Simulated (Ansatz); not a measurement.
A CCSD(T) single point on F2H3NOSi, SMILES `N[Si](O)(F)F`.

```yaml
crystal:
  periodic: [false, false, false]
  atoms:
    - {symbol: N, position_ang: [-0.442338, 1.046823, 0.335441]}
    - {symbol: Si, position_ang: [0.149747, -0.326185, -0.442813]}
    - {symbol: O, position_ang: [0.387314, -1.558925, 0.578905]}
    - {symbol: F, position_ang: [-0.787632, -0.930366, -1.563318]}
    - {symbol: F, position_ang: [1.475467, 0.124103, -1.183053]}
    - {symbol: H, position_ang: [-1.266006, 1.005442, 0.911870]}
    - {symbol: H, position_ang: [-0.311688, 1.959356, -0.068315]}
    - {symbol: H, position_ang: [0.887338, -1.377247, 1.375484]}
basis:
  gaussian: {orbitals: def2-TZVPP}
correlation: {method: ccsd_t}
output: {orbitals: {seedname: orbitals}}
```

```sh
$ ansatz run in.yaml --threads 2 --pin off --events-out ev --progress --plain
```

Output of Ansatz, abridged:

```
Functional definition: HF
1285 factors; integrals over basis functions are off by at most 9.4e-4 eV
mean field evaluation 1: about -16846.8800 eV, gradient 5.3e1 eV
mean field evaluation 2: about -16847.0689 eV, gradient 5.3e1 eV
mean field evaluation 4: about -16851.5834 eV, gradient 2.9e0 eV
mean field evaluation 8: about -16851.6313 eV, gradient 2.6e-1 eV
mean field -16851.63153900 eV, -619.2860366122 hartree, gradient 2.5e-6 eV, S^2 0.000000; 0 other end points of the search recorded, 0 dependent functions left out
9 core orbitals not correlated: weight in the atoms' cores, before any rotation towards them, 1.000 or more for the frozen orbitals, at most 0.000 for the correlated occupied ones
reference -16851.63153900 eV, -619.2860366122 hartree; 16, 16 occupied and 183, 183 virtual orbitals, 1285 factors
second order -28.93074821 eV of doubles, -0.00000000 eV of singles
cycle   1  -28.64417844 eV  change    2.9e-1 eV  update   9.7e-2
cycle   2  -29.16744592 eV  change   -5.2e-1 eV  update   2.6e-2
cycle   3  -29.28791439 eV  change   -1.2e-1 eV  update   1.3e-2
cycle   4  -29.27249522 eV  change    1.5e-2 eV  update   2.5e-3
cycle   5  -29.27097297 eV  change    1.5e-3 eV  update   9.3e-4
cycle   6  -29.27164053 eV  change   -6.7e-4 eV  update   2.7e-4
cycle   7  -29.27153615 eV  change    1.0e-4 eV  update   8.9e-5
cycle   8  -29.27147201 eV  change    6.4e-5 eV  update   2.7e-5
cycle   9  -29.27147057 eV  change    1.4e-6 eV  update   1.0e-5
perturbative correction -0.91936680 eV, -0.0337861068 hartree
Total energy: -16881.82237638 eV, -620.3955294216 hartree
```

Hardware: 2 threads of a server CPU on a shared host. Wall time 74 s, peak host memory 3 GiB.

MP2 recovers 95.8 % of the CCSD(T) correlation energy and the triples give 3.0 %; T1 = 0.0108.
